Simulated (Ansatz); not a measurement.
**Molecular dynamics of C$_{2}$H$_{5}$AlF$_{2}$**

Input file:

```yaml
crystal:
  periodic: [false, false, false]
  atoms:
    - { symbol: Al, position_ang: [-0.6356, 1.3184, 0.5213] }
    - { symbol: C, position_ang: [1.0932, -0.075, -0.0007] }
    - { symbol: C, position_ang: [-0.0144, -1.0125, -0.5084] }
    - { symbol: H, position_ang: [-1.1691, -0.576, 0.1172] }
    - { symbol: F, position_ang: [-1.0742, 2.6494, -0.3485] }
    - { symbol: F, position_ang: [-1.4772, 1.012, 1.9094] }
    - { symbol: H, position_ang: [1.8449, 0.1107, -0.7583] }
    - { symbol: H, position_ang: [1.5689, -0.4796, 0.8882] }
    - { symbol: H, position_ang: [-0.23, -0.8846, -1.5624] }
    - { symbol: H, position_ang: [0.0935, -2.0628, -0.2577] }
magnetization:
  spin_polarized: true
basis:
  gaussian: { orbitals: STO-3G }
hamiltonian:
  xc: pbe0
md:
  timestep: 0.5
  n_steps: 150
  ensemble: nve
  temperature: 600.0
  initial_velocities: maxwell_boltzmann
  seed: 38893
```

Run as:

```bash
$ ansatz run input.yaml --threads 1 --pin off --max-ram 2048MiB --backend cpu --events-out ev --progress --plain --runs-dir out
```

It starts from a rough guess of a transition structure, not a stationary point.

Output, in part (one step line in 6, the closing report, with atoms numbered from 0):

```
md step     0: t =     0.00 fs  T =   600.0 K  F+E_penalty+E_count = -13992.29300908 eV  E_kin = 0.620448 eV  conserved = -13991.67256109 eV  (26 SCF iters)
md step     6: t =     3.00 fs  T =  1541.6 K  F+E_penalty+E_count = -13993.28237316 eV  E_kin = 1.594183 eV  conserved = -13991.68819022 eV  (27 SCF iters)
md step    12: t =     6.00 fs  T =  1490.0 K  F+E_penalty+E_count = -13993.22532563 eV  E_kin = 1.540805 eV  conserved = -13991.68452111 eV  (27 SCF iters)
md step    18: t =     9.00 fs  T =  1720.4 K  F+E_penalty+E_count = -13993.45316901 eV  E_kin = 1.779051 eV  conserved = -13991.67411839 eV  (27 SCF iters)
md step    24: t =    12.00 fs  T =  1981.9 K  F+E_penalty+E_count = -13993.72377040 eV  E_kin = 2.049401 eV  conserved = -13991.67436948 eV  (27 SCF iters)
md step    30: t =    15.00 fs  T =  1885.2 K  F+E_penalty+E_count = -13993.63289684 eV  E_kin = 1.949465 eV  conserved = -13991.68343174 eV  (26 SCF iters)
md step    36: t =    18.00 fs  T =  1977.1 K  F+E_penalty+E_count = -13993.73293606 eV  E_kin = 2.044529 eV  conserved = -13991.68840678 eV  (25 SCF iters)
md step    42: t =    21.00 fs  T =   989.2 K  F+E_penalty+E_count = -13992.69400957 eV  E_kin = 1.022935 eV  conserved = -13991.67107475 eV  (27 SCF iters)
md step    48: t =    24.00 fs  T =  1960.1 K  F+E_penalty+E_count = -13993.71422604 eV  E_kin = 2.026941 eV  conserved = -13991.68728520 eV  (25 SCF iters)
md step    54: t =    27.00 fs  T =  1568.1 K  F+E_penalty+E_count = -13993.30377757 eV  E_kin = 1.621521 eV  conserved = -13991.68225680 eV  (25 SCF iters)
md step    60: t =    30.00 fs  T =  1575.0 K  F+E_penalty+E_count = -13993.30217451 eV  E_kin = 1.628686 eV  conserved = -13991.67348887 eV  (26 SCF iters)
md step    66: t =    33.00 fs  T =  1998.2 K  F+E_penalty+E_count = -13993.74176169 eV  E_kin = 2.066271 eV  conserved = -13991.67549068 eV  (26 SCF iters)
md step    72: t =    36.00 fs  T =  2040.6 K  F+E_penalty+E_count = -13993.77948535 eV  E_kin = 2.110162 eV  conserved = -13991.66932305 eV  (26 SCF iters)
md step    78: t =    39.00 fs  T =  2382.6 K  F+E_penalty+E_count = -13994.14321755 eV  E_kin = 2.463800 eV  conserved = -13991.67941805 eV  (24 SCF iters)
md step    84: t =    42.00 fs  T =  1640.8 K  F+E_penalty+E_count = -13993.37060869 eV  E_kin = 1.696671 eV  conserved = -13991.67393798 eV  (27 SCF iters)
md step    90: t =    45.00 fs  T =  1651.2 K  F+E_penalty+E_count = -13993.39409172 eV  E_kin = 1.707516 eV  conserved = -13991.68657548 eV  (27 SCF iters)
md step    96: t =    48.00 fs  T =  1134.3 K  F+E_penalty+E_count = -13992.85659242 eV  E_kin = 1.172999 eV  conserved = -13991.68359367 eV  (27 SCF iters)
md step   102: t =    51.00 fs  T =  1004.3 K  F+E_penalty+E_count = -13992.71627349 eV  E_kin = 1.038532 eV  conserved = -13991.67774160 eV  (27 SCF iters)
md step   108: t =    54.00 fs  T =  1313.0 K  F+E_penalty+E_count = -13993.03589264 eV  E_kin = 1.357718 eV  conserved = -13991.67817431 eV  (27 SCF iters)
md step   114: t =    57.00 fs  T =  1647.6 K  F+E_penalty+E_count = -13993.38388864 eV  E_kin = 1.703707 eV  conserved = -13991.68018185 eV  (27 SCF iters)
md step   120: t =    60.00 fs  T =  1874.2 K  F+E_penalty+E_count = -13993.61967685 eV  E_kin = 1.938108 eV  conserved = -13991.68156918 eV  (27 SCF iters)
md step   126: t =    63.00 fs  T =  1625.4 K  F+E_penalty+E_count = -13993.35428134 eV  E_kin = 1.680759 eV  conserved = -13991.67352220 eV  (26 SCF iters)
md step   132: t =    66.00 fs  T =  2017.6 K  F+E_penalty+E_count = -13993.76523658 eV  E_kin = 2.086346 eV  conserved = -13991.67889105 eV  (26 SCF iters)
md step   138: t =    69.00 fs  T =  1702.8 K  F+E_penalty+E_count = -13993.43227319 eV  E_kin = 1.760827 eV  conserved = -13991.67144660 eV  (26 SCF iters)
md step   144: t =    72.00 fs  T =  1786.6 K  F+E_penalty+E_count = -13993.52371621 eV  E_kin = 1.847507 eV  conserved = -13991.67620941 eV  (26 SCF iters)
md step   150: t =    75.00 fs  T =  1703.8 K  F+E_penalty+E_count = -13993.43831038 eV  E_kin = 1.761838 eV  conserved = -13991.67647239 eV  (25 SCF iters)
Total energy: -13993.43832657 eV, -514.2493734085 hartree
Atom 0 at    -0.703721     1.291413     0.562461 Å, force    -1.131554    -0.977267     0.466425 eV/Å
Atom 1 at     0.379645    -0.072783     0.126652 Å, force     2.017740    -1.041540    -1.522628 eV/Å
Atom 2 at     0.343141    -1.281456    -0.926705 Å, force     3.297743     2.478218    -2.751262 eV/Å
Atom 3 at    -0.202205    -2.093940    -0.571293 Å, force    -1.624403    -2.129739     1.076061 eV/Å
Atom 4 at    -0.981521     2.543037    -0.293505 Å, force    -0.706073     3.211984    -2.210577 eV/Å
Atom 5 at    -1.294993     1.368984     2.032077 Å, force    -0.615466     0.060462     1.588400 eV/Å
Atom 6 at     1.332627     0.500608    -0.133948 Å, force    -0.909658    -1.067364     0.849672 eV/Å
Atom 7 at     0.423769    -0.392753     1.200860 Å, force     1.139082    -1.063625    -1.106184 eV/Å
Atom 8 at    -0.039742    -1.106353    -2.100508 Å, force     1.357936     0.093763     4.131196 eV/Å
Atom 9 at     1.478369    -1.622711    -0.951657 Å, force    -2.825347     0.435106    -0.521104 eV/Å
Dipole moment:     0.055885    -0.070761    -0.022670 e Å
```

All steps were run. The conserved energy stayed within 2.2 meV per atom of its start (net change -0.39 meV per atom), so there is no drift, though single steps change it by up to 20 meV in the whole system, a sign of fast motions only just resolved. The system heated up, since it started high on the potential surface and ran downhill. A run of 0.075 ps of so small a system gives no equilibrium averages. The orbitals stay closed-shell, which can raise the energy where a bond breaks towards radicals; this wasn't checked here. Limits of this set-up: minimal basis.

The step under study would form Al1–H4 and break Al1–C2, C3–H4. These pairs go: Al1–H4 2.01 → 3.61 Å, Al1–C2 2.28 → 1.80 Å, C3–H4 1.38 → 1.04 Å. In the last frame they stand as before the step (other bonds may differ from the relaxed reactants and products). It ends as one piece, C2H5AlF2. Pairs count as bonded within 1.25 times the sum of covalent radii (0.12 Å more for H–H).

Last frame:

```xyz
10
Properties=species:S:1:pos:R:3
Al -0.704 1.291 0.562
C 0.380 -0.073 0.127
C 0.343 -1.282 -0.927
H -0.202 -2.094 -0.571
F -0.982 2.543 -0.293
F -1.295 1.369 2.032
H 1.333 0.501 -0.134
H 0.424 -0.393 1.201
H -0.040 -1.106 -2.100
H 1.478 -1.623 -0.952
```

The run took 8.8 min on 1 thread of AMD EPYC 7R43 64-Core Processor (Zen 3), with other jobs on the host, peak memory 0.14 GiB.
